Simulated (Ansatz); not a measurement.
Molecule: sum formula H4BSiO2 (charge 0, doublet). It need not be the lowest isomer of its formula. 
Structure (B3LYP-D3(BJ)/def2-TZVP (Ansatz, a quantum-chemistry and plane-wave program) minimum search):
```
B
O 1 1.3613
H 2 0.9666 1 112.77
O 1 1.3713 2 118.21 3 -0.59
H 4 0.9609 1 115.14 2 179.01
Si 1 2.0101 2 118.17 3 -177.74
H 6 1.4805 1 118.06 2 -28.12
H 6 1.4861 7 110.77 1 136.28
```
Charge 0, spin multiplicity 2.

Total electronic energies in hartree. Correlated levels leave the core frozen unless marked. UHF or UKS for open shells. Spin-orbit coupling is left out. Non-relativistic. Basis-set limits of correlation are two-point, X^-3; Hartree-Fock from the larger set (for Q and 5 zeta extrapolated as (X+1)exp(-9√X)). The bracket is a focal-point correction in the basis named.

```
level                                                                 program  energy (Eh)
-------------------------------------------------------------  --------------  -----------
B3LYP-D3(BJ)/def2-TZVPD                                        Ansatz + dftd3   -467.37119
PBE0-D4/def2-TZVP                                              Ansatz + dftd4   -467.01773
r2SCAN0-D4/def2-TZVPD                                          Ansatz + dftd4   -467.19167
SCS-MP2/STO-3G                                                         Ansatz   -460.18223
SCS-MP2/cc-pwCVTZ                                                      Ansatz   -466.51406
CCSD/cc-pV(D+d)Z                                                       Ansatz   -466.32794
CCSD/CBS(cc-pV(Q+d)Z,cc-pV(5+d)Z)                                      Ansatz    -466.6340
RI-MP2/CBS(cc-pV(T+d)Z,cc-pV(Q+d)Z)+[CCSD(T)-MP2]/cc-pV(T+d)Z          Ansatz    -466.6689
CCSD(T)/CBS(cc-pV(Q+d)Z,cc-pV(5+d)Z)                                   Ansatz    -466.6660
```

Totals of different functionals don't rank their quality; only differences between species are comparable.
